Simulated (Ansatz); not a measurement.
System: C₇H₁₃ (charge 0, doublet). It need not be the lowest isomer of its formula. SMILES: C=CCC(C)(C)[CH2]
Geometry from a B3LYP-D3(BJ)/def2-TZVP (Ansatz, a quantum-chemistry and plane-wave program) optimisation:
```xyz
20

C     -1.3722    -0.2659     1.2415
C     -0.7632    -0.3160    -0.1209
C     -1.0172     0.9965    -0.8716
C     -1.3687    -1.4893    -0.9115
C      0.7763    -0.5710    -0.0126
C      1.5322     0.4782     0.7371
C      2.5013     1.2280     0.2280
H     -1.6107     0.6736     1.7203
H     -1.4898    -1.1744     1.8187
H     -2.0883     1.1648    -0.9972
H     -0.5968     1.8465    -0.3334
H     -0.5584     0.9701    -1.8625
H     -2.4443    -1.3567    -1.0371
H     -1.2024    -2.4365    -0.3940
H     -0.9151    -1.5609    -1.9028
H      0.9158    -1.5386     0.4814
H      1.1810    -0.6657    -1.0247
H      1.2443     0.6212     1.7752
H      3.0174     1.9719     0.8213
H      2.8158     1.1218    -0.8046
```
Charge 0, spin multiplicity 2.

Parts of the frozen-core correlation energy in 6-31G (Ansatz, hartree). Frozen orbitals: 7; correlated occupied orbitals by spin: 21 and 20; virtual: 61 and 62. Open shells are spin-unrestricted. No spin-orbit coupling. No relativistic terms.

| term | value |
|---|---|
| reference (HF) | -272.47071 |
| MP2 opposite-spin | -0.48041 |
| MP2 same-spin | -0.13505 |
| CCSD correlation | -0.69942 |
| (T) | -0.01837 |
| T1 diagnostic | 0.012 |
| largest doubles amplitude | 0.109 |
| <S^2> of the reference | 0.784 |
